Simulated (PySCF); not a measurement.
```xyz
4
charge 1 multiplicity 3, angstrom
Pt    0.0000    0.0000   -0.1137
F     0.0000    0.0000    1.7471
F     1.8157    0.0000   -0.3315
F    -1.8157    0.0000   -0.3315
```

These are results of UPBE/[Pt def2-SVP with ECP60, F def2-SVP], scalar-relativistic core potentials, density fitting, no spin–orbit coupling, PySCF, not measurements.

This geometry of [PtF3]+ is a stationary point at this level.

Q: What is the point group?

A: C2v.

Q: Is it a minimum?

A: Yes: all harmonic wavenumbers are real.

Q: List the harmonic modes with their infrared intensities.

A: 
```
symmetry  ω (cm⁻¹)  IR (km/mol)
      b2       155          1.7
      b1       162          2.9
      a1       201          3.7
      a1       635          5.5
      a1       680          1.5
      b2       726         36.3
```

Q: What are the dipole moment and the gap between the highest occupied and lowest empty levels of either spin?

A: 1.51 D about the centre of mass and 0.66 eV.

Q: Give the ideal-gas entropy at 298.15 K and 1 bar by parts.

A: translation 177.8, rotation 102.0, vibration 34.6, spin 9.1; total 323.5 J/(mol K).

In C2v the vibrations span 2b2 + b1 + 3a1. Here b1 is antisymmetric to the molecular plane and b2 lies in it.

Other isomers or separated fragments may lie lower. Other spin states or occupations of the open shell can lie lower. No spin–orbit coupling is included, which matters more the heavier the element.
